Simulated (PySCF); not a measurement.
A geometry optimisation, step by step.

C2H9BN2.
Numbering: `[CH3:1][NH:2][B:3]([CH3:4])[NH2:5]` (hydrogens: H6, H7, H8 on C1; H9 on N2; H10, H11, H12 on C4; H13, H14 on N5)

Method: PySCF, PBE0-D3(BJ)/def2-SVP geometry optimisation, gas phase; density fitting, grid level 1; the optimiser is geomeTRIC in internal coordinates, started from a GFN2-xTB structure with every atom displaced at random (about 0.01 Å). 6 of its 11 geometries are shown. The frame can shift and turn from step to step; on so coarse a grid that alone can change the energy by a few meV, and forces under 0.02 eV/Å are noise.

Step 0: E = -5868.3749 eV, largest atomic force 2.074 eV/Å
```
atom  x, y, z in Å  |  force x, y, z in eV/Å
C1      1.936    0.266    0.162   -1.615   0.617  -0.545
N2      0.792   -0.620    0.220    0.730   0.259   0.012
B3     -0.583   -0.342   -0.002    0.997   0.397   0.033
C4     -1.039    1.127   -0.368   -1.706  -0.850   0.820
N5     -1.492   -1.400    0.112   -1.540   0.825  -0.339
H6      2.439    0.346    1.115    0.513  -0.003   0.670
H7      1.567    1.286   -0.088    0.271  -0.319   0.074
H8      2.650   -0.012   -0.614    0.364  -0.165  -0.243
H9      1.077   -1.551    0.473   -0.124  -0.410   0.057
H10    -0.628    1.480   -1.280    0.718   0.524  -1.244
H11    -0.828    1.843    0.420    0.343   0.378   0.407
H12    -2.145    1.160   -0.488    0.301   0.007  -0.047
H13    -1.262   -2.327    0.342    0.460  -1.294   0.335
H14    -2.491   -1.272   -0.011    0.290   0.034   0.010
```

Step 2: E = -5868.4539 eV, largest atomic force 0.624 eV/Å
```
atom  x, y, z in Å  |  force x, y, z in eV/Å
C1      1.863    0.447    0.434   -0.024   0.048  -0.035
N2      0.832   -0.548    0.346    0.109  -0.101   0.096
B3     -0.517   -0.401   -0.072    0.189  -0.154   0.200
C4     -1.072    1.013   -0.542   -0.050  -0.048  -0.102
N5     -1.399   -1.520   -0.024   -0.509  -0.045  -0.358
H6      2.308    0.508    1.445   -0.030   0.006  -0.008
H7      1.451    1.439    0.204   -0.004   0.019  -0.002
H8      2.696    0.274   -0.274   -0.033  -0.017   0.005
H9      1.139   -1.465    0.646   -0.022  -0.028  -0.033
H10    -0.585    1.370   -1.467    0.012  -0.048   0.049
H11    -0.897    1.787    0.223    0.001  -0.024   0.008
H12    -2.156    0.987   -0.734   -0.002   0.020  -0.003
H13    -1.227   -2.494    0.196    0.458   0.236   0.092
H14    -2.284   -1.446   -0.506   -0.094   0.135   0.091
```

Step 4: E = -5868.4937 eV, largest atomic force 0.120 eV/Å
```
atom  x, y, z in Å  |  force x, y, z in eV/Å
C1      1.862    0.431    0.438   -0.086   0.034  -0.047
N2      0.819   -0.552    0.353    0.050  -0.068   0.053
B3     -0.529   -0.389   -0.067   -0.048   0.064  -0.001
C4     -1.080    1.022   -0.547    0.024   0.015   0.048
N5     -1.410   -1.504   -0.040    0.090  -0.006  -0.079
H6      2.303    0.494    1.450   -0.007  -0.001   0.010
H7      1.461    1.425    0.202   -0.004   0.025  -0.011
H8      2.692    0.242   -0.268    0.004  -0.007  -0.004
H9      1.117   -1.475    0.644   -0.006  -0.037  -0.005
H10    -0.567    1.369   -1.459    0.013   0.001  -0.015
H11    -0.920    1.798    0.219    0.003   0.010  -0.003
H12    -2.159    0.997   -0.763    0.007  -0.002  -0.013
H13    -1.102   -2.445    0.161   -0.050  -0.030   0.021
H14    -2.334   -1.461   -0.445    0.010   0.003   0.046
```

Step 6: E = -5868.4989 eV, largest atomic force 0.068 eV/Å
```
atom  x, y, z in Å  |  force x, y, z in eV/Å
C1      1.846    0.434    0.430    0.004  -0.016   0.003
N2      0.820   -0.568    0.362   -0.013   0.035  -0.002
B3     -0.526   -0.397   -0.064   -0.008  -0.018   0.020
C4     -1.059    1.022   -0.537   -0.001  -0.001   0.024
N5     -1.409   -1.509   -0.059    0.019   0.000  -0.065
H6      2.285    0.522    1.440    0.006   0.005   0.003
H7      1.429    1.418    0.176    0.002  -0.007  -0.004
H8      2.680    0.246   -0.273    0.006  -0.002   0.002
H9      1.125   -1.489    0.652    0.003   0.006  -0.009
H10    -0.524    1.370   -1.436    0.000   0.007  -0.009
H11    -0.909    1.793    0.237    0.000   0.000  -0.002
H12    -2.134    1.008   -0.778    0.003  -0.002  -0.009
H13    -1.122   -2.456    0.149   -0.018  -0.005   0.027
H14    -2.348   -1.444   -0.422   -0.005  -0.002   0.021
```

Step 8: E = -5868.5011 eV, largest atomic force 0.046 eV/Å
```
atom  x, y, z in Å  |  force x, y, z in eV/Å
C1      1.854    0.421    0.427    0.009   0.008   0.008
N2      0.817   -0.568    0.365   -0.001   0.023  -0.016
B3     -0.525   -0.392   -0.070   -0.011  -0.010   0.014
C4     -1.062    1.030   -0.533    0.035  -0.001  -0.028
N5     -1.403   -1.507   -0.094   -0.039  -0.020  -0.011
H6      2.283    0.526    1.441   -0.002   0.002   0.000
H7      1.454    1.405    0.146   -0.003   0.000  -0.002
H8      2.695    0.208   -0.261   -0.002  -0.002   0.000
H9      1.117   -1.493    0.648   -0.004  -0.001  -0.006
H10    -0.506    1.395   -1.413   -0.003   0.009   0.009
H11    -0.940    1.791    0.255    0.002   0.001   0.008
H12    -2.127    1.010   -0.808    0.005  -0.007   0.011
H13    -1.137   -2.448    0.161   -0.004  -0.002   0.011
H14    -2.365   -1.426   -0.388    0.018   0.000   0.002
```

Step 10: E = -5868.5015 eV, largest atomic force under 0.02 eV/Å
```
atom  x, y, z in Å  |  force x, y, z in eV/Å
C1      1.853    0.420    0.426    0.000   0.001   0.002
N2      0.816   -0.570    0.361    0.003  -0.009  -0.006
B3     -0.526   -0.395   -0.073   -0.001   0.002   0.006
C4     -1.054    1.030   -0.534   -0.001  -0.001  -0.012
N5     -1.409   -1.507   -0.096    0.001   0.001   0.005
H6      2.278    0.525    1.441   -0.002   0.000   0.000
H7      1.451    1.403    0.144    0.001   0.000  -0.001
H8      2.695    0.208   -0.260    0.000  -0.001   0.001
H9      1.118   -1.496    0.640    0.001  -0.001   0.000
H10    -0.496    1.400   -1.411    0.001   0.000   0.003
H11    -0.930    1.786    0.259   -0.002  -0.001   0.003
H12    -2.120    1.015   -0.809   -0.001   0.002   0.002
H13    -1.153   -2.446    0.176    0.003   0.004   0.001
H14    -2.370   -1.421   -0.388   -0.003   0.002  -0.003
```

Task: Summarise the path.

Result: The energy falls by 12.21 kJ/mol from step 0 to step 10; nine tenths of that is first reached at step 3. It falls at every step. The largest force goes from 2.074 to under 0.02 eV/Å. Among the bonds C4–H10 changes most, from 1.061 to 1.103 Å; the atoms move by 0.039 Å rms after alignment.

The cost below is that of the whole optimisation. On Arm Neoverse V1, one thread, no GPU, shared host with 32 logical CPUs at a one-minute load of 13, this took 46 s and 0.48 GiB of memory at its peak.
